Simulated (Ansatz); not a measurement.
Basis-set extrapolation for C2H10AlBSi, SMILES `C[SiH2][B](C)[AlH2]` (PBE0-D4/def2-TZVP geometry, frozen core, Ansatz 0.2.0). Multiplicity 1, RHF reference.

|  | def2-TZVPP | def2-QZVPP |
| --- | --- | --- |
| HF | -637.108013 | -637.128927 |
| MP2 correlation | -0.660188 | -0.703503 |
| CCSD(T) correlation | -0.763227 | not run |

Energies in hartree. Use E(X) = E(∞) + A·exp(−7.88·√X) for Hartree–Fock and E(X) = E(∞) + B·X^(−2.97) for correlation, with X = 3 and 4, and add CCSD(T) minus MP2 of the smaller set to the MP2 limit.

What is the CCSD(T) energy at the basis-set limit?

HF limit: -637.128927 + (-0.020914) × 0.13774 = -637.13181. MP2 limit: -0.703503 + (-0.043315) × 0.74074 = -0.73559. Higher-order term: -0.763227 − (-0.660188) = -0.10304. Total: -637.97044 hartree, 260.4 kJ/mol below CCSD(T)/def2-TZVPP.
